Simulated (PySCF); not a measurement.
C₆H₉NO (charge +1 and doublet state).
Cartesian coordinates in Å at the GFN2-xTB level; atoms count from 1:
```xyz
17
C6H9NO angstrom
C     -3.592    0.947   -0.512
C     -2.559    0.194   -0.599
C     -1.513   -0.610   -0.701
C     -0.500   -0.799    0.342
C      0.938   -0.476   -0.222
O      1.186   -0.617   -1.388
N      1.784   -0.092    0.733
C      3.092    0.433    0.410
H     -4.468    0.683    0.066
H     -3.666    1.899   -1.023
H     -1.348   -1.147   -1.631
H     -0.404   -1.863    0.590
H     -0.717   -0.224    1.242
H      1.482    0.000    1.693
H      3.095    1.525    0.411
H      3.380    0.077   -0.578
H      3.804    0.082    1.157
```

The hyperfine couplings belong to this conformer and change with its torsions.

The species is `[CH2+][C]=CCC(=O)NC` [radical] (charge +1).

Method used: UKS B3LYP, pcH-1 on C H N O, non-relativistic, mean-field spin-orbit, GIAO (PySCF). One conformer (not necessarily the lowest) at the GFN2-xTB geometry, without solvent, vibrations or thermal averaging. The geometry wasn't refined by DFT: couplings that depend on bond lengths, twists or pyramidal angles can differ widely from those at the functional's own minimum, by a factor of two or more for some ions and for spin on atoms past the first row. No stability test was run, so a lower SCF solution isn't excluded.

Task: Where do the isotropic ENDOR lines of N7, H9, H10, H15/H16/H17, H14 and H11 fall at 333.5 mT, to first order?

Result: ν± = |νn ± a/2|, one line for each electron-spin manifold; νn = |g_N| × 7.62259 MHz/T × B.

```
     nuclei  isotope     g_N  νn (MHz)  a_iso (MHz)  lower line (MHz)  upper line (MHz)
         N7      14N  0.4038      1.03        14.18              6.06              8.12
         H9       1H  5.5857     14.20        66.73             19.16             47.56
        H10       1H  5.5857     14.20        65.58             18.59             46.99
H15/H16/H17       1H  5.5857     14.20         9.91              9.25             19.15
        H14       1H  5.5857     14.20        -8.47              9.96             18.44
        H11       1H  5.5857     14.20         6.55             10.93             17.47
```

Task: Which pairs are centred on the nuclear Larmor frequency, and which on half the coupling?

Result: Centred on νn, since |a| < 2νn: H15/H16/H17, H14 and H11. Centred on |a|/2 and split by 2νn: N7, H9 and H10.

Task: At what field would the lower line of N7 fall to zero frequency?

Result: Where νn = |a|/2, that is B = 7.09 MHz/(0.4038 × 7.62259 MHz/T) = 2300 mT, as far as first order holds there.

Couplings of abundant isotopes left out: H12/H13 (28.3 MHz).

Nuclei that the bonding pattern makes equivalent are averaged, as if the motion that swaps them (rotation, inversion, ring flip) were fast. H9 and H10 aren't averaged: C1 is flat or nearly so (angle sum 360°), and its turn about the short C1–C2 bond (1.28 Å) is taken as slow. The three 1H nuclei of mean +9.9 MHz run from 2.2 to 17.5 MHz in the frozen geometry.

The largest Mulliken spin populations are on O6 (+0.27), C2 (+0.25), C3 (+0.21) and N7 (+0.08). Three atoms exceed +0.15.
